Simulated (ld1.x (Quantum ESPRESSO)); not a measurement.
# Reading a pseudo-wave (Tb)

Columns: radius, all-electron u(r) and pseudo u(r) of the 6s shell (level -4.12 eV) of terbium in the configuration [Kr] 4d10 4f9 5s2 5p6 5d0 6s1.5 6p0.5; Wu–Cohen, scalar-relativistic, ultrasoft scheme, ld1.x (Quantum ESPRESSO) 7.5.

```csv
r (bohr),all-electron,pseudo
0.148,0.0882,0.1323
0.295,-0.0429,0.2486
0.443,-0.1521,0.3379
0.590,-0.0403,0.3908
0.738,0.1173,0.4054
0.885,0.2204,0.3838
1.033,0.2525,0.3320
1.180,0.2267,0.2589
1.328,0.1626,0.1719
1.475,0.0785,0.0794
1.623,-0.0141,-0.0147
1.770,-0.1052,-0.1054
1.918,-0.1910,-0.1910
2.065,-0.2673,-0.2673
2.213,-0.3340,-0.3340
2.360,-0.3898,-0.3898
2.508,-0.4361,-0.4361
2.655,-0.4729,-0.4729
2.802,-0.5016,-0.5016
2.950,-0.5232,-0.5232
3.098,-0.5386,-0.5386
3.245,-0.5484,-0.5484
3.393,-0.5533,-0.5533
3.540,-0.5541,-0.5541
3.688,-0.5510,-0.5510
3.835,-0.5447,-0.5447
```

(1) How many radial nodes do the two functions have?

(2) At about which radius was the pseudo-wave matched?

(3) Is the pseudo-wave norm-conserving?

Results:

(1) The all-electron 6s function has n − l − 1 = 5 (the table is too coarse to show those close to the nucleus); the pseudo-wave has 1, since 1 lower shell of the same l stays in the valence.

(2) 1.90 bohr, where the columns begin to agree (steps of 0.15 bohr).

(3) No, it belongs to an ultrasoft set: the norm inside the radius is not constrained, and the difference is carried by the augmentation charge.
